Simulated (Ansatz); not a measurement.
Total energies of C$_{2}$F$_{2}$GeN$_{2}$O$_{2}$, SMILES `O=C=[N][Ge]([F])([F])[N]=C=O`.

```tsv
atom	x (Å)	y (Å)	z (Å)
O1	-3.3584	1.0162	0.4583
C2	-2.2402	0.7418	0.3527
N3	-1.0522	0.5259	0.3001
Ge4	0.0301	-0.6414	-0.5137
F5	-0.1532	-0.5418	-2.2047
F6	-0.3894	-2.2371	-0.0882
N7	1.7389	-0.3633	-0.1007
C8	2.3728	0.4033	0.5831
O9	3.0515	1.0964	1.2131
```

Charge 0, multiplicity 1. Correlated methods include outer-core shells of Ge, which these sets cover unevenly. Scalar relativity is left out up to krypton. All single points use the PBE0-D4/def2-TZVP geometry. It is one conformer, not always the lowest. Basis def2-TZVPP, Ansatz 0.2.0.

RPA on PBE orbitals: Hartree–Fock energy of these orbitals -2608.87184 Eh, correlation -2.74820 Eh (frozen core).

```tsv
functional	energy without D4 (Eh)	D4 term (kJ/mol)
LDA (SPW92)	-2606.21324	–
BLYP	-2613.22804	-54.3
```

Give the same for PBE, revPBE, r2SCAN, B97M-V, PBE0, B3LYP, r2SCANh, r2SCAN0, HSE06 (plane-wave form), BHLYP, CAM-B3LYP, LC-ωPBE, ωB97X-V, ωB97M-V, B2PLYP, PBE-QIDH. (Estimate.)

The calculation gave: 
```csv
functional,energy without D4 (Eh),D4 term (kJ/mol)
PBE,-2612.37318,-25.1
revPBE,-2612.90767,-72.3
r2SCAN,-2612.98122,-6.5
B97M-V,-2612.71825,–
PBE0,-2612.40897,-21.5
B3LYP,-2613.26972,-40.3
r2SCANh,-2612.93666,-6.9
r2SCAN0,-2612.87276,-7.6
HSE06 (plane-wave form),-2612.38718,-20.1
BHLYP,-2612.95754,-31.4
CAM-B3LYP,-2613.18036,-21.9
LC-ωPBE,-2612.61782,–
ωB97X-V,-2612.86388,–
ωB97M-V,-2612.99463,–
B2PLYP,-2612.54005,–
PBE-QIDH,-2612.00889,–
```

B3LYP takes the VWN-RPA correlation (the form of Gaussian; ORCA's B3LYP/G). HSE06 is the plane-wave form, built on full-range PBE exchange. The double hybrids freeze the cores in their second-order part.

LC-ωPBE has ω = 0.4 bohr⁻¹.
